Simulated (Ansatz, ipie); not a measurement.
BeH2 (SMILES [BeH2]), multiplicity 1, with the Be1–H2 bond stretched and the rest rigid; cc-pVDZ, all electrons correlated; total energies in hartree.
Geometry at rest (charge 0, multiplicity 1):
```json
[
 {"atom": "Be", "x (Å)": "0.0000", "y (Å)": "0.0000", "z (Å)": "0.0000"},
 {"atom": "H", "x (Å)": "0.0000", "y (Å)": "0.0000", "z (Å)": "-1.3301"},
 {"atom": "H", "x (Å)": "0.0000", "y (Å)": "0.0000", "z (Å)": "1.3301"}
]
```

Phaseless AFQMC takes the named determinant as trial and start, 200 walkers, a time step of 0.005 inverse hartree and 600 blocks of 25 steps, of which the first fifth is dropped; its bars are rough statistical errors and leave out the phaseless and time-step bias. At long bonds its restricted trial need not be the state that the restricted coupled-cluster runs follow.

Codes used: Ansatz (Gaussian basis) for Hartree–Fock, density functionals and correlated methods; ipie for AFQMC. Each number belongs to the level named beside it.

| level | R = 1.33 Å | R = 1.73 Å | R = 2.13 Å | R = 2.66 Å | R = 3.46 Å |
|---|---|---|---|---|---|
| R-HF | -15.7673 | -15.7397 | -15.6919 | -15.6324 | -15.5663 |
| R-MP2 | -15.8191 | -15.7917 | -15.7453 | -15.6902 | -15.6374 |
| U-MP2 | -15.8191 | -15.7917 | -15.7427 | -15.6924 | -15.6790 |
| R-CCSD | -15.8358 | -15.8095 | -15.7666 | -15.7211 | -15.6905 |
| U-CCSD | -15.8358 | -15.8095 | -15.7666 | -15.7208 | -15.6917 |
| U-CCSD(T) | -15.8362 | -15.8101 | -15.7674 | -15.7223 | -15.6928 |
| R-CCSDT(Q) | -15.8364 | -15.8103 | -15.7678 | -15.7233 | -15.6949 |
| AFQMC@RHF | - | - | -15.7679 ± 0.0010 | -15.7200 ± 0.0017 | -15.6686 ± 0.0024 |
| AFQMC@UHF | -15.8371 ± 0.0005 | - | -15.7688 ± 0.0008 | - | -15.6926 ± 0.0004 |
| FCI | -15.8364 | -15.8103 | -15.7678 | -15.7234 | -15.6949 |

AFQMC runs whose block means still drift are left out.

Doubts at one or more of the structures used: a spin-contaminated determinant (U-MP2/cc-pVDZ, U-CCSD/cc-pVDZ, U-CCSD(T)/cc-pVDZ); other coupled-cluster roots lie near (R-CCSD/cc-pVDZ, R-CCSDT(Q)/cc-pVDZ); T1 above 0.05 (R-CCSD/cc-pVDZ, U-CCSD/cc-pVDZ, U-CCSD(T)/cc-pVDZ, R-CCSDT(Q)/cc-pVDZ).

Ansatz is a program for electronic structure.
